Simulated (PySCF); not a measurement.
## Zn⁺: ionisation energy

Zn⁺ [Ar] 3d10 4s1 (2S) → Zn²⁺ [Ar] 3d10 (1S), as a difference of total energies. All numbers are calculated (PySCF 2.14, the non-relativistic Hamiltonian (point nucleus), in 6-31G*). Correlated levels: valence: [Ar] frozen. The calculations carry no spin-orbit coupling.

```tsv
method	ionisation energy (eV)	difference from reference (eV)
UHF	16.292	-1.672
M06-L	16.453	-1.511
B3LYP	17.767	-0.197
MP2 (valence)	16.719	-1.245
SCS-MP2 (valence)	16.664	-1.300
CCSD (valence)	16.735	-1.229
CCSD(T) (valence)	16.764	-1.200
```

Reference: 17.964 eV (measured; NIST Atomic Spectra Database, ionization energies).

These non-relativistic numbers lack the scalar-relativistic shift.

Errors of the correlated levels include the incompleteness of this basis and the frozen core.
